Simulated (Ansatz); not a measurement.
# Strength of the Si–C bond: SiH2(CH3)(CN) → SiH2(CH3) + CN

Species: SiH2(CH3)(CN), singlet; SiH2(CH3), doublet; CN, doublet. 

Shapes, held fixed at every level: PBE0-D4/def2-TZVP. Programs: Ansatz 0.2.0. The zero-point and thermal change to 298 K, harmonic and unscaled (PBE0-D4/def2-TZVP), is -11.4 kJ/mol.

```tsv
level	kind	ΔH(298 K) (kJ/mol)	CPU time (sum over the molecules)
HF/def2-TZVPP	Hartree–Fock	+428.7	–
SPW92/def2-TZVPP	LDA	+554.4	6.5 s
B3LYP-D4/def2-TZVPP	global hybrid	+516.6	16 s
PBE0-D4/def2-TZVPP	global hybrid	+518.5	13 s
r2SCAN0-D4/def2-TZVPP	global hybrid	+510.5	24 s
wB97M-V/def2-TZVPP	range-separated hybrid	+547.6	53 s
B2PLYP/def2-TZVPP	double hybrid	+517.7	21 s
```

B2PLYP/def2-TZVPP gives ΔH(298 K) = +517.7 kJ/mol; the levels span +428.7 to +554.4. The median of the levels is +517.7. Hartree–Fock misses the correlation of the pair that is broken and comes out low. No measured value is set beside it here. Spin contamination: CN (⟨S²⟩ up to 1.11). Open shells run unrestricted unless RO is named. Times are processor times on shared x86 and Arm servers, and rough.
